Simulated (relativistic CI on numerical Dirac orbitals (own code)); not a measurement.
Sensitivity of the levels of Ca¹⁵⁺ to α and to the nuclear radius

Calculated at this level of theory: Dirac-Coulomb-Breit CI, separate exchange-only KLI orbitals for each configuration, derivatives by finite differences, unscaled Slater integrals, QED left out (own radial code, finite nucleus).

CI space (outside the closed core 1s2): 2s²2p, 2s2p², 2p³, 2p²3s, 2p²3p, 2p²3d, 2s²3s, 2s²3p. Levels of other configurations are missing.

With x = (α/α₀)² − 1 an excitation energy changes as ω = ω₀ + qx; K = 2q/ω₀ is the relative enhancement. Terms are leading LS components, so labels can repeat. The field-shift factor is F = δν/δ⟨r²⟩ for the transition from the lowest level.

Lowest level 2s²2p ²P°1/2.

```
       Level  ω₀ (cm⁻¹)  q (cm⁻¹)      K  F (GHz/fm²)
2s²2p ²P°3/2      36434     36910   2.03        -0.11
 2s2p² ⁴P1/2     262611     31250  0.238        -27.3
 2s2p² ⁴P3/2     276969     47770  0.345        -27.4
 2s2p² ⁴P5/2     295221     64880   0.44        -27.4
 2s2p² ²D3/2     484205     54640  0.226        -27.9
 2s2p² ²D5/2     486599     60120  0.247        -27.9
 2s2p² ²S1/2     598667     39110  0.131        -28.2
 2s2p² ²P1/2     641240     66800  0.208        -28.8
 2s2p² ²P3/2     653897     70380  0.215        -29.2
  2p³ ⁴S°3/2     835214     86360  0.207        -57.2
  2p³ ²D°3/2     952537     81030   0.17        -57.1
  2p³ ²D°5/2     957182     90720   0.19        -57.2
  2p³ ²P°1/2    1067510     90360  0.169        -55.8
```

At this charge energies of transitions that change n are usually good to better than 1 %, and those within a shell (Δn = 0) to a few per cent.
